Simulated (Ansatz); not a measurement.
`[NH2][GaH][O][SiH2]O` + HBr → `[NH2][GaH][Br]` + `O[SiH2]O`  (ligand exchange at a Ga–O bond)

Computed with Ansatz on PBE0-D4/def2-TZVP structures; ΔE is electronic, products minus reactants. CCSD(T)/CBS is the MP2 limit (def2-TZVPP, def2-QZVPP) plus CCSD(T) − MP2 in def2-TZVPP, frozen cores. DFT in def2-TZVPP. B3LYP here is the variant with VWN-RPA as its local correlation; programs differ in this. For Br, Ga outer-core shells are correlated without core-valence functions, which leaves a few kJ/mol of doubt a bond. Scalar relativity is left out up to krypton. Each species was taken in one conformer, which may not be the lowest.

```json
{"level": "r2SCAN-D4", "ΔE (kcal/mol)": "-13.5", "difference from CCSD(T)/CBS": "-0.6"}
{"level": "B3LYP-D4", "ΔE (kcal/mol)": "-12.4", "difference from CCSD(T)/CBS": "0.5"}
{"level": "ωB97X-V", "ΔE (kcal/mol)": "-13.0", "difference from CCSD(T)/CBS": "-0.1"}
{"level": "B2PLYP", "ΔE (kcal/mol)": "-13.3", "difference from CCSD(T)/CBS": "-0.4"}
{"level": "PBE", "ΔE (kcal/mol)": "-14.9", "difference from CCSD(T)/CBS": "-2.0"}
{"level": "B3LYP", "ΔE (kcal/mol)": "-14.3", "difference from CCSD(T)/CBS": "-1.4"}
{"level": "SCS-MP2/def2-TZVPP", "ΔE (kcal/mol)": "-12.1", "difference from CCSD(T)/CBS": "0.8"}
{"level": "CCSD/def2-TZVPP", "ΔE (kcal/mol)": "-12.3", "difference from CCSD(T)/CBS": "0.6"}
{"level": "HF/CBS(def2)", "ΔE (kcal/mol)": "-15.5", "difference from CCSD(T)/CBS": "-2.6"}
{"level": "MP2/CBS(def2)", "ΔE (kcal/mol)": "-13.6", "difference from CCSD(T)/CBS": "-0.7"}
{"level": "CCSD(T)/CBS", "ΔE (kcal/mol)": "-12.9", "difference from CCSD(T)/CBS": "0"}
```

Largest T1 diagnostic among the species: 0.014.

The D4 term adds +1.9 kcal/mol with B3LYP and +1.1 kcal/mol with PBE0; it sums over pairs of atoms, weighted by their polarisabilities, and B3LYP, whose exchange is more repulsive, gets the larger term. From PBE to PBE0 (25 % exact exchange), in def2-TZVPP and without D4, ΔE moves by −0.8 kcal/mol.
